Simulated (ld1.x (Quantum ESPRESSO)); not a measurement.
Transferability test, ultrasoft potential for chromium

ld1.x (Quantum ESPRESSO) 7.5 input, shortened:

```
&input
   title='Cr', zed=24., rel=1, dft='PBE', iswitch=3,
   config='[Ar] 3d5 4s1 4p0'
 /
 &inputp
   pseudotype=3, tm=.true., lloc=-1, rcloc=1.70,
   nlcc=.false.,
   which_augfun='PSQ', rmatch_augfun_nc=.true.
 /
6
3S  1  0   2.00   0.00  1.20  1.25  0.0
4S  2  0   1.00   0.00  1.20  1.25  0.0
3P  2  1   6.00   0.00  1.50  1.65  0.0
4P  3  1   0.00   0.00  1.50  1.65  0.0
3D  3  2   5.00   0.00  1.50  2.05  0.0
3D  3  2   0.00   1.15  1.50  2.05  0.0
 &test
   configts(1)='3s2 3p6 3d5 4s1 4p0'
 /
```

Energies are relative to the spin-unpolarised reference configuration 3s2 3p6 3d5 4s1 4p0; without spin polarisation the order of configurations can differ from experiment. Not all tests gave a result: 2 of 7 tests not solved or not reliable. Left out of the table: 3s2 3p6 3d3 4s0 4p0 (solver errors, printed error -1374 eV); 3s2 3p6 3d2 4s0 4p0 (solver errors, printed error -1213 eV).

Task: Give the all-electron excitation energy and the error of the potential for: 3s2 3p6 3d5 4s0 4p0; 3s2 3p6 3d4 4s0 4p0; 3s2 3p6 3d5.5 4s0.5 4p0; 3s2 3p6 3d4 4s2 4p0; 3s2 3p6 3d6 4s0 4p0.

Result:

| valence configuration | charge | ΔE all-electron (eV) | error AE − PS (meV) |
| --- | --- | --- | --- |
| 3s2 3p6 3d5 4s0 4p0 | +1 | 6.901 | -0.4 |
| 3s2 3p6 3d4 4s0 4p0 | +2 | 22.953 | +1.8 |
| 3s2 3p6 3d5.5 4s0.5 4p0 | 0 | 0.726 | +1.2 |
| 3s2 3p6 3d4 4s2 4p0 | 0 | -0.100 | +22 |
| 3s2 3p6 3d6 4s0 4p0 | 0 | 1.732 | +3.8 |

Levels in the configuration 3s2 3p6 3d5.5 4s0.5 4p0:

| level | all-electron (eV) | pseudo (eV) |
| --- | --- | --- |
| 3s | -72.669 | -72.678 |
| 3p | -44.169 | -44.179 |
| 3d | -1.942 | -1.942 |
| 4s | -3.712 | -3.707 |
